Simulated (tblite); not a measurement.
Compound: C6H9N3.
Bonds: C1–C2, C2–C3, C2–C4, C4–C5 (aromatic), C5–C6 (aromatic), C6–N7 (aromatic), N7–N8 (aromatic), N8–N9 (aromatic), C4–N9 (aromatic). Hydrogens: H10, H11, H12 on C1; H13 on C2; H14, H15, H16 on C3; H17 on C5; H18 on C6.

Computed with GFN2-xTB (tblite), gas phase: L-BFGS steps from a force-field or distance-geometry start until the largest atomic force falls under 0.01 eV/Å.

Step 10: E = -711.3983 eV
```
atom  x, y, z in Å  |  force x, y, z in eV/Å
C1     -1.7254    0.9208   -0.5567    0.018   0.001  -0.020
C2     -0.9077   -0.3099   -0.1590   -0.060  -0.023  -0.015
C3     -1.5109   -0.9870    1.0743    0.030  -0.012  -0.014
C4      0.5192    0.0746    0.1026   -0.073  -0.059   0.001
C5      1.5704   -0.4540   -0.6486   -0.035   0.018  -0.009
C6      2.8331   -0.0119   -0.2950    0.012   0.027   0.042
N7      2.9972    0.8545    0.6983    0.056   0.042   0.009
N8      1.9782    1.3005    1.3493    0.003  -0.036  -0.001
N9      0.7711    0.9385    1.0855   -0.009  -0.014  -0.062
H10    -2.7449    0.6267   -0.7950    0.005   0.003   0.034
H11    -1.7436    1.6440    0.2542    0.032  -0.035   0.013
H12    -1.2921    1.3938   -1.4347    0.009   0.038  -0.024
H13    -0.9096   -1.0219   -0.9940   -0.048   0.003   0.021
H14    -0.9243   -1.8611    1.3495   -0.008  -0.019   0.018
H15    -1.5221   -0.2998    1.9170    0.009   0.008  -0.056
H16    -2.5284   -1.3080    0.8579    0.040   0.039   0.032
H17     1.3940   -1.1564   -1.4505    0.053   0.021   0.020
H18     3.7371   -0.3372   -0.7936   -0.033  -0.001   0.011
```

Step 11: E = -711.3995 eV
```
atom  x, y, z in Å  |  force x, y, z in eV/Å
C1     -1.7236    0.9200   -0.5558    0.005   0.005  -0.019
C2     -0.9086   -0.3128   -0.1617   -0.018  -0.008  -0.026
C3     -1.5091   -0.9862    1.0737    0.019  -0.004  -0.016
C4      0.5185    0.0714    0.0993   -0.074  -0.038   0.010
C5      1.5705   -0.4563   -0.6510   -0.013   0.019  -0.002
C6      2.8320   -0.0114   -0.2931    0.010   0.033   0.023
N7      2.9947    0.8561    0.6998    0.016   0.008   0.006
N8      1.9738    1.2996    1.3500   -0.012  -0.025  -0.018
N9      0.7677    0.9370    1.0821    0.010  -0.034  -0.058
H10    -2.7443    0.6291   -0.7907   -0.010  -0.001   0.019
H11    -1.7392    1.6405    0.2572    0.039  -0.024   0.019
H12    -1.2917    1.3951   -1.4332    0.009   0.034  -0.028
H13    -0.9111   -1.0245   -0.9971   -0.056   0.003   0.027
H14    -0.9249   -1.8599    1.3513    0.010  -0.042   0.020
H15    -1.5189   -0.2963    1.9130    0.019   0.028  -0.026
H16    -2.5270   -1.3036    0.8610   -0.003   0.013   0.019
H17     1.3935   -1.1592   -1.4542    0.078   0.050   0.057
H18     3.7387   -0.3325   -0.7888   -0.028  -0.017  -0.006
```

Step 12: E = -711.4005 eV
```
atom  x, y, z in Å  |  force x, y, z in eV/Å
C1     -1.7221    0.9196   -0.5555   -0.007   0.009  -0.013
C2     -0.9099   -0.3154   -0.1643    0.017   0.004  -0.028
C3     -1.5073   -0.9857    1.0729    0.001   0.000  -0.008
C4      0.5169    0.0680    0.0966   -0.034  -0.013  -0.001
C5      1.5705   -0.4574   -0.6527    0.000   0.017   0.013
C6      2.8310   -0.0104   -0.2912    0.019   0.026  -0.008
N7      2.9933    0.8575    0.7011   -0.029  -0.015   0.015
N8      1.9700    1.2984    1.3502   -0.019  -0.008  -0.031
N9      0.7650    0.9352    1.0784    0.013  -0.036  -0.025
H10    -2.7440    0.6310   -0.7867   -0.019   0.000   0.003
H11    -1.7347    1.6371    0.2600    0.042  -0.013   0.020
H12    -1.2912    1.3969   -1.4326    0.003   0.024  -0.022
H13    -0.9135   -1.0267   -0.9992   -0.060  -0.007   0.014
H14    -0.9252   -1.8596    1.3532    0.019  -0.047   0.015
H15    -1.5158   -0.2929    1.9089    0.030   0.041   0.000
H16    -2.5258   -1.2997    0.8639   -0.039  -0.011   0.008
H17     1.3947   -1.1606   -1.4564    0.091   0.058   0.067
H18     3.7393   -0.3289   -0.7851   -0.027  -0.026  -0.018
```

Q: Estimate the geometry and energy of step 13. (The exact step hangs on the optimiser's Hessian estimate; all steps are aligned on step 12, rigid shifts and turns removed.)

A: E = -711.4016 eV, largest force 0.111 eV/Å
```
atom  x, y, z in Å  |  force x, y, z in eV/Å
C1     -1.7207    0.9195   -0.5556   -0.015   0.010  -0.004
C2     -0.9113   -0.3178   -0.1672    0.034   0.006  -0.021
C3     -1.5055   -0.9854    1.0722   -0.017   0.001   0.006
C4      0.5148    0.0642    0.0938    0.009   0.019  -0.007
C5      1.5705   -0.4579   -0.6538    0.033   0.016   0.024
C6      2.8303   -0.0090   -0.2895    0.008   0.017  -0.024
N7      2.9917    0.8588    0.7027   -0.049  -0.034   0.011
N8      1.9660    1.2970    1.3497   -0.030   0.014  -0.026
N9      0.7624    0.9329    1.0744    0.000  -0.026   0.014
H10    -2.7440    0.6328   -0.7828   -0.021   0.006  -0.010
H11    -1.7295    1.6335    0.2631    0.041  -0.002   0.014
H12    -1.2907    1.3991   -1.4324   -0.007   0.009  -0.009
H13    -0.9170   -1.0290   -1.0010   -0.059  -0.022  -0.007
H14    -0.9253   -1.8601    1.3553    0.015  -0.032   0.004
H15    -1.5123   -0.2889    1.9049    0.039   0.039   0.016
H16    -2.5252   -1.2961    0.8669   -0.056  -0.029   0.003
H17     1.3977   -1.1610   -1.4572    0.091   0.041   0.048
H18     3.7394   -0.3261   -0.7819   -0.016  -0.034  -0.032
```

The energy changes by -0.0010 eV. The first-order estimate −F·Δx gives -0.0014 eV and the mean of the old and new forces, exact on a quadratic surface, -0.0010 eV. The step makes an angle of 67° with the force vector and moves no atom by more than 0.007 Å.

The cost below is that of the whole relaxation. Hardware: one thread of an Arm Neoverse V1, no GPU (shared host). Cost: 0.25 s.
